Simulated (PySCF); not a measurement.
Species: CH5NO2Si.
Z-matrix (Å and degrees, PBE0-D3(BJ)/def2-SVP geometry), rows numbered from 1:
```
N 
C   1  1.3483
O   2  1.2253  1  122.76
Si  2  1.9349  1  123.25  3   179.96
O   4  1.6531  2   99.66  1   179.62
H   1  1.0101  2  122.02  3   179.31
H   1  1.0150  2  119.09  3     0.39
H   4  1.4929  2  110.86  1    60.00
H   4  1.4928  2  111.04  1   -60.80
H   5  0.9760  4  106.28  2     0.17
```

A calculation gives these core lines: C 1s: 293.69 eV; N 1s: 406.55 eV; O 1s: 537.47 (area 1), 538.29 (area 1) eV; Si 1s: 1847.42 eV; Si 2p3/2: 107.54 eV.

Computed, not measured: delta-SCF UKS SCAN, pcX-2 on the ionised atom, pcseg-1 elsewhere, spin-free X2C (PySCF). Geometry: PBE0-D3(BJ)/def2-SVP, one conformer, isolated molecule.

**Question.** Which oxygen gives which O 1s line?

**Answer.** 537.47 eV: O3 (carbonyl oxygen); 538.29 eV: O5 (silanol oxygen). Lowest listed O 1s: O3, bonded to C (double bond). Highest, 0.82 eV above it: O5, bonded to H and Si. Summing the Pauling electronegativity differences to the bonded atoms, each weighted by its formal bond order, gives -1.78 for the lowest site and -2.78 for the highest; the largest sum, -1.78, belongs to O3, 0.82 eV below the top. The smallest sum, -2.78, belongs to O5, 0.82 eV above the lowest.

Bonded neighbours of each site: N1: C and 2 H; C2: O (double bond), N and Si; O3: C (double bond); Si4: O, C and 2 H; O5: H and Si.

**Question.** Express the binding energy of Si 2p3/2 of Si4 in atomic units and per mole.

**Answer.** 107.54 eV = 3.9520 Eh = 10376 kJ/mol.

Spin–orbit and ligand-field terms were added within each 2p shell after the spin-free SCF. 2p1/2 minus 2p3/2 (ligand field included): Si 0.62 eV.

The run took 19 s on an Intel Xeon 6975P-C with one thread (shared host), and the process peaked at 0.54 GiB of memory.
